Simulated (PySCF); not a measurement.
Isomers of C4H11NOSi, mass 117.061 u with the commonest isotopes. Method used: PBE0/def2-SVPD in PySCF (dipole) on a GFN2-xTB geometry, gas phase. One conformer each, none proved a minimum here; rigid rotors.

Task: Order these by radius of gyration √(Σ m r²/M), largest first.
A. `[OH:1][SiH2:2][NH:3][CH:4]1[CH2:5][CH2:6][CH2:7]1` with H–O1–Si2–N3 -51°, O1–Si2–N3–C4 -52°, Si2–N3–C4–C5 162°, N3–C4–C5–C6 133°, C4–C5–C6–C7 -12°, C5–C6–C7–C4 12°, N3–C4–C7–C6 -132°
B. `[CH2:1]=[N:2][Si@H:3]([CH3:4])[O:5][CH2:6][CH3:7]` with C1–N2–Si3–C4 -7°, N2–Si3–O5–C6 -57°, Si3–O5–C6–C7 73°
C. `[CH3:1][CH2:2][CH2:3]/[CH:4]=[N:5]\[SiH2:6][OH:7]` with C1–C2–C3–C4 65°, C2–C3–C4–N5 -117°, C4–N5–Si6–O7 136°, N5–Si6–O7–H 39°
D. `[CH3:1][O:2][C@@H:3]1[CH2:4][CH2:5][NH:6][SiH2:7]1` with C1–O2–C3–C4 -70°, O2–C3–C4–C5 -154°, C3–C4–C5–N6 41°, C4–C5–N6–Si7 -29°, C5–N6–Si7–C3 7°

Result: C (2.194 Å), A (2.140 Å), B (1.995 Å), D (1.922 Å).

Task: Order these by dipole moment, smallest first.
A. `[CH3:1][O:2][C@@H:3]1[CH2:4][CH2:5][NH:6][SiH2:7]1` with C1–O2–C3–C4 -70°, O2–C3–C4–C5 -154°, C3–C4–C5–N6 41°, C4–C5–N6–Si7 -29°, C5–N6–Si7–C3 7°
B. `[OH:1][SiH2:2][NH:3][CH:4]1[CH2:5][CH2:6][CH2:7]1` with H–O1–Si2–N3 -51°, O1–Si2–N3–C4 -52°, Si2–N3–C4–C5 162°, N3–C4–C5–C6 133°, C4–C5–C6–C7 -12°, C5–C6–C7–C4 12°, N3–C4–C7–C6 -132°
C. `[CH2:1]=[CH:2][CH2:3][N:4]([CH3:5])[SiH2:6][OH:7]` with C1–C2–C3–N4 -129°, C2–C3–N4–C5 68°, C3–N4–Si6–O7 166°, N4–Si6–O7–H -54°
D. `[CH2:1]=[N:2][Si@H:3]([CH3:4])[O:5][CH2:6][CH3:7]` with C1–N2–Si3–C4 -7°, N2–Si3–O5–C6 -57°, Si3–O5–C6–C7 73°
E. `[CH3:1][CH2:2][CH2:3]/[CH:4]=[N:5]\[SiH2:6][OH:7]` with C1–C2–C3–C4 65°, C2–C3–C4–N5 -117°, C4–N5–Si6–O7 136°, N5–Si6–O7–H 39°
F. `[CH3:1][O:2][Si@@H:3]1[CH2:4][CH2:5][CH2:6][NH:7]1` with C1–O2–Si3–C4 -90°, O2–Si3–C4–C5 -99°, Si3–C4–C5–C6 -32°, C4–C5–C6–N7 45°, C5–C6–N7–Si3 -38°

Result: F (0.70 D), D (1.11 D), C (1.57 D), B (1.72 D), A (1.87 D), E (2.49 D).

Task: Order these by rotational constant A, largest first.
A. `[CH2:1]=[N:2][Si@H:3]([CH3:4])[O:5][CH2:6][CH3:7]` with C1–N2–Si3–C4 -7°, N2–Si3–O5–C6 -57°, Si3–O5–C6–C7 73°
B. `[CH3:1][O:2][Si@@H:3]1[CH2:4][CH2:5][CH2:6][NH:7]1` with C1–O2–Si3–C4 -90°, O2–Si3–C4–C5 -99°, Si3–C4–C5–C6 -32°, C4–C5–C6–N7 45°, C5–C6–N7–Si3 -38°
C. `[CH3:1][CH2:2][CH2:3]/[CH:4]=[N:5]\[SiH2:6][OH:7]` with C1–C2–C3–C4 65°, C2–C3–C4–N5 -117°, C4–N5–Si6–O7 136°, N5–Si6–O7–H 39°
D. `[OH:1][SiH2:2][NH:3][CH:4]1[CH2:5][CH2:6][CH2:7]1` with H–O1–Si2–N3 -51°, O1–Si2–N3–C4 -52°, Si2–N3–C4–C5 162°, N3–C4–C5–C6 133°, C4–C5–C6–C7 -12°, C5–C6–C7–C4 12°, N3–C4–C7–C6 -132°

Result: D (5498 MHz), B (4806 MHz), C (3946 MHz), A (2759 MHz).

```tsv
SMILES	point group	Ia (u·Å²)	Ib (u·Å²)	Ic (u·Å²)	κ	μa (D)	μb (D)	μc (D)
CCC/C=N\[SiH2]O	C1	128.07	470.23	528.66	-0.92	2.36	0.78	0.21
CO[C@@H]1CCN[SiH2]1	C1	128.82	317.38	418.78	-0.72	0.50	1.56	0.91
O[SiH2]NC1CCC1	C1	91.92	484.33	496.36	-0.99	1.38	0.46	0.91
CO[Si@@H]1CCCN1	C1	105.17	355.63	406.72	-0.90	0.02	0.27	0.65
C=N[Si@H](C)OCC	C1	183.15	305.76	442.59	-0.37	0.83	0.57	0.48
C=CCN(C)[SiH2]O	C1	93.63	489.20	528.35	-0.97	1.35	0.39	0.70
```
